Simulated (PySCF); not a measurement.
# Correlation energy of Li (lithium, neutral)

[He] 2s1, 2S determinant. All numbers are calculated (PySCF 2.14, no relativity, point nucleus, in dyall-acv3z (15s9p3d, 57 functions)). Frozen: nothing; 3 electrons correlated; the 5 highest virtual orbitals of each spin left out.

```csv
level,correlation energy (mhartree)
CCSD,-42.82
(T),-0.03
CCSD(T),-42.85
CCSDT,-42.86
```

Diagnostics: T1 = 0.0034, D1 = 0.0083, largest double amplitude 0.014.

Cost of the coupled-cluster step: about 1.8 core-seconds, for 3 correlated electrons.
